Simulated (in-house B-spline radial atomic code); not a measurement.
Si III (Si2+) is squeezed into an impenetrable sphere of radius R (the orbitals vanish at R). Level of theory: Dirac-Hartree-Fock, average of configuration, Fermi nucleus of rms radius 3.1224 fm; calculated with an all-electron radial atomic-structure program (B-spline basis).

Energies in eV above the free ion in [Ne] 3s2:

```json
{"R (bohr)": "8.6", "highest level (eV)": "-32.2", "[Ne] 3s2": "3.151e-05", "[Ne] 3s1 3p1": "6.72", "[He] 2s1 2p6 3s2 3d1": "169.3"}
{"R (bohr)": "6.47", "highest level (eV)": "-32.2", "[Ne] 3s2": "0.00645", "[Ne] 3s1 3p1": "6.74", "[He] 2s1 2p6 3s2 3d1": "169.4"}
{"R (bohr)": "5.08", "highest level (eV)": "-32.1", "[Ne] 3s2": "0.1572", "[Ne] 3s1 3p1": "7.025", "[He] 2s1 2p6 3s2 3d1": "170.1"}
{"R (bohr)": "4.44", "highest level (eV)": "-31.7", "[Ne] 3s2": "0.6152", "[Ne] 3s1 3p1": "7.717", "[He] 2s1 2p6 3s2 3d1": "171.2"}
{"R (bohr)": "3.77", "highest level (eV)": "-30.5", "[Ne] 3s2": "2.383", "[Ne] 3s1 3p1": "10.03", "[He] 2s1 2p6 3s2 3d1": "174.4"}
{"R (bohr)": "3.29", "highest level (eV)": "-28.3", "[Ne] 3s2": "6.058", "[Ne] 3s1 3p1": "14.43", "[He] 2s1 2p6 3s2 3d1": "180.1"}
{"R (bohr)": "2.73", "highest level (eV)": "-21.6", "[Ne] 3s2": "17.75", "[Ne] 3s1 3p1": "27.48", "[He] 2s1 2p6 3s2 3d1": "196.8"}
{"R (bohr)": "2.36", "highest level (eV)": "-11.4", "[Ne] 3s2": "36.65", "[Ne] 3s1 3p1": "47.54", "[He] 2s1 2p6 3s2 3d1": "222.5"}
{"R (bohr)": "1.68", "highest level (eV)": "50.2", "[Ne] 3s2": "159.1", "[Ne] 3s1 3p1": "169.5", "[He] 2s1 2p6 3s2 3d1": "377.1"}
{"R (bohr)": "1.46", "highest level (eV)": "105", "[Ne] 3s2": "276.8", "[Ne] 3s1 3p1": "282.5", "[He] 2s1 2p6 3s2 3d1": "517.9"}
```

Q: Does [Ne] 3s1 3p1 fall below [Ne] 3s2 under compression?

A: No, it stays above over the whole range.

Q: Does [He] 2s1 2p6 3s2 3d1 fall below [Ne] 3s2 under compression?

A: No, it stays above over the whole range.

The highest level is first positive in the row R = 1.68 bohr, pushed up by confinement above the zero of the free ion's potential. Each configuration is held fixed and needn't be the lowest in the sphere.
